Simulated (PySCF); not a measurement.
TaH₅, SMILES [TaH5] (connectivity only; charge and spin as stated), neutral, multiplicity 1.

Coordinates come from a PBE0-D3(BJ)/def2-TZVPD optimisation. The multiplicity is an assumed one; other spin states were not compared. The def2 effective core potentials stand for the cores of Ta; spin–orbit coupling is left out.

Two levels are set side by side: PBE/def2-TZVPD (PySCF) and ωB97X/def2-TZVPD (PySCF). Same geometry, gas phase. Differences are taken from unrounded values.

| quantity | PBE |
|---|---|
| orbital gap (eV) | 3.35 |
| highest occupied level (eV) | -7.40 |
| lowest empty level (eV) | -4.05 |
| dipole moment (D) | 1.63 |
| mean polarisability (bohr³) | 53.4 |

Task: These are the PBE values. What does ωB97X give? (An estimate is asked for; the answer gives what the named calculation found.)

Result: 
```
quantity                      ωB97X  PBE minus ωB97X
---------------------------  ------  ---------------
orbital gap (eV)              10.55            -7.20
highest occupied level (eV)  -11.22             3.82
lowest empty level (eV)       -0.67            -3.38
dipole moment (D)              1.81            -0.18
mean polarisability (bohr³)    51.5              1.9
```

Without exact exchange PBE keeps part of each electron's self-repulsion, which lifts occupied levels and narrows the gap. Loosely held outer electrons make PBE densities more polarisable. Differences between two approximate levels are no errors against the true value.

Rough cost on one machine, each run with all the roots and properties that it gave: ωB97X against PBE within a factor of 2.
